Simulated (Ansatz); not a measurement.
Pulling the pair apart

The pair of Li⁺ (SMILES [Li+], atom 1) and PH3 (SMILES P, atoms 2–5), both closed shells, in one local arrangement (a lower one may exist), relaxed at PBE0-D4/def2-TZVP:

```
atom    x (Å)    y (Å)    z (Å)
 Li1   0.0722   0.0122  -2.3812
  P2  -0.0028  -0.0005   0.0929
  H3   1.0325  -0.6523   0.7914
  H4  -1.1120  -0.5943   0.7267
  H5   0.0101   1.2348   0.7702
```

PH3 is shifted rigidly along the line between the mean atom positions of the two fragments (negative: closer). Counterpoise interaction energies in kJ/mol. Computed with Ansatz 0.2.0 (basis: def2-TZVPPD); correlated methods freeze the cores. The outer core shell of Li, Na, Mg and K is correlated. B3LYP uses VWN-RPA correlation.

```csv
shift (Å),PBE-D4,PBE0-D4,B3LYP-D4
-0.25,-103.0,-103.9,-102.1
-0.12,-113.1,-114.0,-112.5
0.00,-116.1,-116.9,-115.6
0.12,-114.5,-115.0,-114.0
0.30,-108.0,-108.1,-107.6
0.62,-92.9,-92.1,-94.4
1.24,-60.6,-59.5,-62.1
2.48,-23.8,-23.8,-23.8
```

Question: What does CCSD(T) give at these shifts? (To be estimated.)

Answer: Computed: -90.2, -101.7, -105.7, -104.8, -98.9, -82.2, -51.8, -21.3 kJ/mol. For zero shift, CCSD(T) at an estimated basis limit (MP2 extrapolated from triple and quadruple zeta, plus CCSD(T) − MP2 in triple zeta) gives -109.5 kJ/mol. These are counterpoise interaction energies, counted from the two frozen fragments.

No T1 diagnostic of these runs exceeds 0.012.

For scale, one of the runs: CCSD(T)/def2-TZVPPD, 121 basis functions, launched by `ansatz run in.yaml --threads 2 --pin off --events-out ev --progress --plain --max-ram 5222MiB`. Hardware: 2 CPU threads of an Intel Xeon Platinum 8559C, shared host. Wall time about 2.7 s.
